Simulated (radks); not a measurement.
Spherical quantum dot in the effective-mass picture: electrons in a parabolic well V = omega^2 r^2 / 2 with omega = 0.111, with a point charge +2 (a donor) at the centre, all in effective atomic units (hartree* = m*/eps^2 hartree, bohr* = eps/m* bohr), one dielectric constant everywhere. Method: non-relativistic Kohn-Sham, LDA (Slater exchange, Perdew-Wang correlation), spin-polarised, spherical densities; computed with a radial shooting solver with Libxc functionals. Levels are named by radial order and angular momentum (1s, 1p, 1d, 2s, ...), and open shells are averaged over m. Results are scaled to m* = 0.074 and eps = 12.6, for which hartree* = 12.68 meV and bohr* = 9.01 nm.

N = 13, configuration 1s2 1p6 1d(up 3, down 0) 2s2. This is the lowest configuration that the search found. Occupied and some empty levels:

level    occupation  eigenvalue (meV)  <r> (nm)
1s down           1            14.049     8.742
1s up             1            14.053     8.745
2s up             1            20.009     60.93
2s down           1            20.154     60.15
1p up             3            20.319     64.25
1p down           3            20.470     63.69
1d up             3            20.889     71.31
1d down           0            21.050     71.42
1f up             0            21.554     76.53
1f down           0            21.713     76.93
2p up             0            21.923     63.06
2p down           0            22.012     63.21
1g up             0            22.307     81.03
1g down           0            22.458     81.58

Energy (meV): total 99.3789, kinetic 44.609, external -77.895, Hartree 163.22, exchange-correlation -30.557.
